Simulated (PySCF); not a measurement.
All values below come from M06-2X/def2-TZVP (PySCF). Isolated molecules, 0 K electronic values unless said otherwise. One relaxed conformer stands for a flexible species; it need not be the lowest. Excitations are Tamm–Dancoff values on a coarser integration grid. The basis has no diffuse functions, so Rydberg states are missing or too high.

Reference species (SMILES): `C(C#C)O` (neutral, multiplicity 1).

- T1 excitation (TDA): 5.71 eV
- S1 oscillator strength: 0.000
- HOMO–LUMO gap: 10.46 eV
- S1–T1 gap (TDA): 0.41 eV

After one change: the T1 excitation (TDA) drops by 0.78 eV; the S1 oscillator strength stays essentially unchanged; the HOMO–LUMO gap decreases by 1.18 eV; the S1–T1 gap (TDA) rises by 1.01 eV.

### Question
Which change was made? The new species is one of these.
A) `OC1=CC1` (H–O–C–C torsion 180°)
B) `CC#CO`
C) `OC1C=C1` (H–O–C–C torsion 97°)
D) `CC=C=O`

### Answer
A, `OC1=CC1` (H–O–C–C torsion 180°)
